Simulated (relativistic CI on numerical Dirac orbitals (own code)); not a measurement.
# What each ingredient does to the levels of Ce57+

Base calculation: Dirac-Coulomb-Breit CI, KLI orbitals optimised for each configuration, model QED.

Configuration list: 1s, 2s, 2p, 3s, 3p, 3d, 4s, 4p, 4d, 4f, 5s, 5p, 5d, 5f, 5g, 6s, 6p, 6d. Levels of other configurations are missing.

The lowest level and the first level of each name with at least 55 % of one term (blank where a level has no safe partner in the second run):

| Level | Base (eV) | Shift (eV) |
| --- | --- | --- |
| 1s 2S_1/2 | 0.0 | 0.0 |
| 2p 2P°_1/2 | 35815.4 | +54.9 |
| 2s 2S_1/2 | 35824.7 | +46.2 |
| 2p 2P°_3/2 | 36393.8 | +54.0 |
| 3p 2P°_1/2 | 42631.0 | +55.2 |
| 3s 2S_1/2 | 42633.8 | +52.7 |
| 3d 2D_3/2 | 42802.6 | +55.4 |
| 3p 2P°_3/2 | 42803.0 | +55.0 |
| 3d 2D_5/2 | 42854.9 | +55.3 |
| 4p 2P°_1/2 | 44992.2 | +55.3 |
| 4s 2S_1/2 | 44993.4 | +54.2 |
| 4d 2D_3/2 | 45064.3 | +55.4 |
| 4p 2P°_3/2 | 45064.5 | +55.2 |
| 4f 2F°_5/2 | 45086.4 | +55.4 |

**Question.** One thing was changed in a second run, which moved the levels as shown. Which?
A. non-relativistic limit
B. QED terms removed
C. configuration mixing switched off
D. Breit term removed

**Answer.** B. QED terms removed. QED shifts follow the density of s (and p1/2) electrons at the nucleus, so configurations move by their count of such electrons; where none moves, the smaller shifts of p3/2 electrons and of j = l + 1/2 against j = l − 1/2 set the pattern.
